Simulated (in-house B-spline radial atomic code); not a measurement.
Atomic self-consistent-field run: Sm2+. Computed with a B-spline radial code for spherical atoms: scalar-relativistic (X2C) PBE, spherical fractional occupations, Fermi nucleus of rms radius 5.0819 fm, inside a hard spherical wall at 3.35 bohr.

Command:
```bash
python run_scf.py task.json out
```
Settings (nuclear radius in fm, mass in u):
```
Z                62
configuration    [Kr] 4d10 4f6 5s2 5p5 5d1
hamiltonian      x2c
method           pbe,pbe
spin_polarised   False
nucleus          fermi
rms_radius       5.0819
atomic_mass      151.91974
speed_of_light   137.035999084
wall_radius      3.35
```

Output (hartree, bohr):
```
 radial grid: 60 intervals, B-splines of order 8, outer radius 3.35 bohr

 iter        energy (Eh)    residual
    1      -10415.526263    5.22e-01
    2      -10412.926664    7.16e-01
    3      -10424.214716    6.86e-02
    4      -10424.274002    1.38e-02
    5      -10424.274666    1.11e-02
    6      -10424.280066    6.26e-03
    7      -10424.280795    2.14e-04
    8      -10424.280796    3.12e-05
    9      -10424.280796    4.67e-07

 total energy                    -10424.28080
 kinetic                           11310.2014
 electron-nucleus                 -25532.4031
 Hartree                            4036.1561
 exchange-correlation               -238.2352

 orbital      occ     eigenvalue          <r>       <r^2>       <1/r>       r_max
 1s         2.000     -1711.4222    0.0220457 0.000671449     73.5262     0.01366
 2s         2.000      -279.9636    0.0963617   0.0110239     16.9284     0.08203
 2p         6.000      -250.1824    0.0850621   0.0088482     15.0753     0.06592
 3s         2.000       -61.6258     0.254582   0.0741935     6.06511      0.2338
 3p         6.000       -52.2768     0.252811   0.0741778     5.54469       0.229
 3d        10.000       -39.4226      0.23097   0.0627664     5.21691      0.1877
 4s         2.000       -12.5391     0.579653    0.379431     2.50255      0.5401
 4p         6.000        -9.4597     0.613393    0.428175     2.26305      0.5632
 4d        10.000        -5.0944     0.672226    0.524854     1.97306      0.5883
 4f         6.000        -0.4663     0.945266     1.13738      1.3861      0.6155
 5s         2.000        -1.9917       1.3966     2.17594    0.951468       1.266
 5p         5.000        -1.2408      1.56865     2.72854    0.821215        1.43
 5d         1.000        -0.2347       1.8444      3.7102    0.673891       1.801
```

Time taken, with all properties: 0.06 s on 1 thread of Intel(R) Xeon(R) 6975P-C, with other jobs on the host.

One-electron X2C: radii and densities carry no picture-change correction, so inner-shell <1/r> comes out high (for 1s by about 2 % at Z = 33, 5 % at 54, 10 % at 75, 30 % at 118) and <r> low.
